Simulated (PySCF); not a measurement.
## Electron correlation in Co⁺ (cobalt, charge +1)

[Ar] 3d7 4s1, high-spin 5F determinant (an excited configuration). Computed with PySCF 2.14 in x2c-QZVPPall (11s7p5d4f2g, 103 functions), with scalar relativity by spin-free X2C-1e. Frozen: [Ar]; 8 electrons correlated.

| level | correlation energy (mhartree) |
| --- | --- |
| CCSD | -215.57 |
| (T) | -5.78 |
| CCSD(T) | -221.35 |

Diagnostics: T1 = 0.012, D1 = 0.0302, largest double amplitude 0.017.

Cost of the coupled-cluster step: about 50 core-seconds, for 8 correlated electrons.
